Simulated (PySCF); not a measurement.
C4H10, charge +1, doublet, at a GFN2-xTB geometry (a state made from the parent by changing its charge; the spin is typed, not shown lowest), with bond 11-3 at 2.0 times its length. Base run: PBE0/def2-SV(P) in PySCF.

The PySCF input:
```python
from pyscf import gto, scf, dft

mol = gto.M(
    atom='''
C    -0.025573    1.388622   -0.504993
C     0.015268    0.070720    0.224700
C     1.282077   -0.731327    0.073364
C    -1.269377   -0.716916    0.242195
H     0.925515    1.914752   -0.460682
H    -0.254149    1.214257   -1.563569
H    -0.823398    2.040659   -0.147203
H     0.088081    0.407982    1.296296
H     2.172655   -0.161982    0.342456
H     1.423012   -0.997934   -0.981288
H     1.226129   -2.585692    1.209839
H    -1.268155   -1.503025    0.998319
H    -2.141786   -0.081007    0.375860
H    -1.390255   -1.241788   -0.713384
''',
    basis='def2-sv(p)',
    charge=1,
    spin=1,
    verbose=4,
)

mf = dft.UKS(mol)
mf.xc = 'pbe0'
mf.kernel()
mf.analyze()
```

The base run was repeated with changes; each row names its change, and settings that it needs were set with it.

```
change                                                                            ΔE vs base (µEh)  SCF cycles  <S^2>        outcome
--------------------------------------------------------------------------------  ----------------  ----------  -----  -------------
base                                                                                           0.0          17  0.758      converged
diis_space = 20                                                                                0.0          16  0.758      converged
diis_space = 4                                                                                 0.0          19  0.758      converged
diis = off (with mf.max_cycle = 100)                                                             -         100      -  not converged
conv_tol = 1e-6                                                                                0.2          10  0.757      converged
damp = 0.5; diis_start_cycle = 5                                                               0.0          15  0.758      converged
DIIS = ADIIS                                                                                   0.0          23  0.758      converged
init_guess = 1e                                                                                0.0          20  0.758      converged
diis = off; damp = 0.6 (with mf.diis_start_cycle = 200; with mf.max_cycle = 150)               0.0          34  0.758      converged
conv_tol = 1e-7                                                                                0.0          12  0.758      converged
init_guess = mod_huckel                                                                        0.0          19  0.758      converged
init_guess = vsap                                                                              0.0          18  0.758      converged
level_shift = 0.5 (with mf.max_cycle = 100)                                                    0.0          45  0.758      converged
```

Open shells are given as the SCF converged; they aren't shown to be the lowest states, and a large step between rows can be another state.
